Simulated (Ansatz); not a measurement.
Input file for Ansatz (an electronic-structure program): R-wB97M-V/def2-TZVPP on H3NSn (SMILES [NH2][SnH]), atoms moved off the minimum. Elements past Kr take the def2 small-core potentials; no spin–orbit coupling.

Ansatz 0.2 input:
```yaml
crystal:
  periodic: [false, false, false]
  atoms:
    - {symbol: Sn, position_ang: [-0.04669733, 0.15294774, 0.32196198]}
    - {symbol: H, position_ang: [-0.61207959, 1.32845265, -0.98229097]}
    - {symbol: N, position_ang: [0.69705761, -0.91058882, -1.11393530]}
    - {symbol: H, position_ang: [0.57379998, -0.90177617, -2.14276650]}
    - {symbol: H, position_ang: [1.11205436, -1.95576100, -0.88470170]}
basis:
  gaussian:
    orbitals: def2-TZVPP
hamiltonian:
  xc: {name: wB97M-V}
scf: {lower_state_search: off}
output: {forces: true}
```

The log:

```
WARN ansatz: RAYON_NUM_THREADS=1 ignored (pool sized by the plan → 1); use --threads N
Functional definition: wB97M-V
these checks for a lower state are left out or cut short: stability, starts, cluster_reference, orbital_swaps, neighbouring_geometries, increment
integrals: 0.05 GiB planned
764 factors; their error is unknown
integrals: 0.08 GiB planned
180 factors; integrals over basis functions are off by at most 1.3e-5 eV
mean field: 0.50 GiB planned
mean field evaluation 1: about -7363.1659 eV, gradient 5.2e1 eV
mean field evaluation 2: about -7358.2372 eV, gradient 6.9e1 eV
mean field evaluation 4: about -7368.4034 eV, gradient 1.3e0 eV
mean field evaluation 8: about -7368.4545 eV, gradient 4.4e-2 eV
mean field evaluation 16: about -7368.4545 eV, gradient 8.0e-5 eV
mean field -7368.45450119 eV, -270.7857084010 hartree, gradient 8.6e-6 eV, S^2 0.000000; 0 other end points of the search recorded, 0 dependent functions left out
the calculation of the forces begins
reference -7368.45454831 eV, -270.7857101326 hartree; 16, 16 occupied and 107, 107 virtual orbitals, 764 factors
Total energy: -7368.45454831 eV, -270.7857101326 hartree
Atom 0 at    -0.046697     0.152948     0.321962 Å, force    -0.862789     1.534564     0.375984 eV/Å
Atom 1 at    -0.612080     1.328453    -0.982291 Å, force     0.097137    -0.282714     0.663592 eV/Å
Atom 2 at     0.697058    -0.910589    -1.113935 Å, force     2.066126    -5.297666    -1.508828 eV/Å
Atom 3 at     0.573800    -0.901776    -2.142767 Å, force     0.048390     0.367230     1.173132 eV/Å
Atom 4 at     1.112054    -1.955761    -0.884702 Å, force    -1.348865     3.678585    -0.703880 eV/Å
Dipole moment:     0.059470    -0.293624    -0.003496 e Å
Checks for a lower state left out: stability, starts, cluster_reference, orbital_swaps, neighbouring_geometries, increment
```

The calculation finished and met its thresholds.

Cost: roughly 5 core-seconds.
